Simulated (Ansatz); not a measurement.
`CNC(=N)[SiH3]` + HI → `N=C([SiH3])I` + CH₃NH₂ at 700 K and 1 bar (substitution at a C–N bond).

Calculated with Ansatz (gas phase, PBE0-D4/def2-TZVP geometries, no zero-point term in ΔE). CCSD(T)/CBS is the MP2 limit (def2-TZVPP, def2-QZVPP) plus CCSD(T) − MP2 in def2-TZVPP, frozen cores. def2 core potentials past Kr. For I outer-core shells are correlated without core-valence functions, which leaves a few kJ/mol of doubt a bond. One conformer a species, not always the lowest.

```tsv
species	CCSD(T)/CBS energy (Eh)	H − E (kJ/mol)	S (J/(mol·K))
`CNC(=N)[SiH3]`	-479.37596	353.0	484.9
HI	-298.03592	34.6	231.7
`N=C([SiH3])I`	-681.64518	183.9	431.8
CH₃NH₂	-95.75281	207.6	296.6
```

H − E and S are ideal-gas, rigid-rotor, harmonic terms from PBE0-D4/def2-TZVP, for one conformer and one mirror image of each species. 1 Eh = 2625.50 kJ/mol, R = 8.31446 J/(mol·K).

Q: By hand: ΔE, ΔH, ΔS and ΔG.

A: ΔE = (-681.64518) + (-95.75281) − (-479.37596) − (-298.03592) = 0.01389 Eh = 36.5 kJ/mol. Δ(H − E) = 183.9 + 207.6 − 353.0 − 34.6 = 3.9, so ΔH = 40.4 kJ/mol. ΔS = 431.8 + 296.6 − 484.9 − 231.7 = 11.8 J/(mol·K). ΔG = 40.4 − 700 × (11.8)/1000 = 32.1 kJ/mol.

Q: By hand: the equilibrium constant, and the temperature at which ΔG would vanish if ΔH and ΔS stayed fixed.

A: log₁₀ K = −ΔG/(RT ln 10) = -2.4. ΔG = 0 at ΔH/ΔS = 3424 K, far beyond where these terms or the molecules hold.

The number of gas molecules stays the same, so ΔS is small and ΔH decides. A doubt of 5 kJ/mol in ΔE shifts log₁₀ K by 0.4 here. Other conformers and mirror images would add mixing entropy, several J/(mol·K) or more a flexible species. These are equilibria of isolated gas molecules and say nothing of rates. Largest T1 diagnostic: 0.014 (customary marks: 0.02 for closed shells, 0.045 for open ones).
